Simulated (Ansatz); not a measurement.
`O=C([SiH3])[SeH]` and `NC(=O)[SiH3]` differ in one atom or group.

Ansatz, PBE0-D4/def2-TZVP geometries, multiplicity 1. Each molecule was computed in one conformer, which needn't be the lowest.

Scalar relativity is left out up to krypton.

```json
{"property": "HOMO energy (PBE/def2-TZVPP) / eV", "`O=C([SiH3])[SeH]`": "-5.97"}
{"property": "LUMO energy (PBE/def2-TZVPP) / eV", "`O=C([SiH3])[SeH]`": "-2.62"}
{"property": "LUMO energy (ωB97M-V/def2-TZVPP) / eV", "`O=C([SiH3])[SeH]`": "0.53"}
{"property": "HOMO energy (B3LYP/def2-TZVPP) / eV", "`O=C([SiH3])[SeH]`": "-7.02"}
{"property": "size of the dipole moment (ωB97M-V/def2-TZVPP) / D", "`O=C([SiH3])[SeH]`": "2.63"}
{"property": "size of the dipole moment (PBE/def2-TZVPP) / D", "`O=C([SiH3])[SeH]`": "2.36"}
```

Give the same properties after the change, and the shifts. (Estimate.)

Ansatz gave: 
```json
{"property": "HOMO energy (PBE/def2-TZVPP) / eV", "`NC(=O)[SiH3]`": "-5.66", "shift": "0.31"}
{"property": "LUMO energy (PBE/def2-TZVPP) / eV", "`NC(=O)[SiH3]`": "-1.33", "shift": "1.29"}
{"property": "LUMO energy (ωB97M-V/def2-TZVPP) / eV", "`NC(=O)[SiH3]`": "1.80", "shift": "1.27"}
{"property": "HOMO energy (B3LYP/def2-TZVPP) / eV", "`NC(=O)[SiH3]`": "-6.91", "shift": "0.11"}
{"property": "size of the dipole moment (ωB97M-V/def2-TZVPP) / D", "`NC(=O)[SiH3]`": "3.59", "shift": "0.96"}
{"property": "size of the dipole moment (PBE/def2-TZVPP) / D", "`NC(=O)[SiH3]`": "3.41", "shift": "1.05"}
```

With PBE0 the HOMO rises by 0.10 eV and the LUMO rises by 1.33 eV, so the gap widens by about 1.23 eV. PBE moves the HOMO by 0.31 eV and ωB97M-V by -0.11 eV. Dipoles are sizes alone; their direction can turn.

B3LYP here is the variant with VWN-RPA as its local correlation; programs differ in this.

Spin–orbit coupling is left out; it splits and shifts lone-pair levels of the heavy atoms by tenths of an eV.
